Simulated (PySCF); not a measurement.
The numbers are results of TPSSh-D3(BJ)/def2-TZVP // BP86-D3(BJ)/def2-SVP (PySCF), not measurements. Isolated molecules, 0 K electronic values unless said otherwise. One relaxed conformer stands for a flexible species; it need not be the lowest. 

Reference species: [W(F)6] (neutral, multiplicity 1).

```
Property                                Value
-------------------------------------  ------
charge on the central atom (Mulliken)  1.74 e
coordination number                         6
```

Changed species: [W(NH2)6] (6 of 6 F replaced by NH2; the reference has 0 of 6 F replaced by NH2).

### Question
Predict the effect on the charge on the central atom (Mulliken) and coordination number.

### Answer
the charge on the central atom (Mulliken) falls by 0.32 e, to 1.42 e; the coordination number is nearly the same.
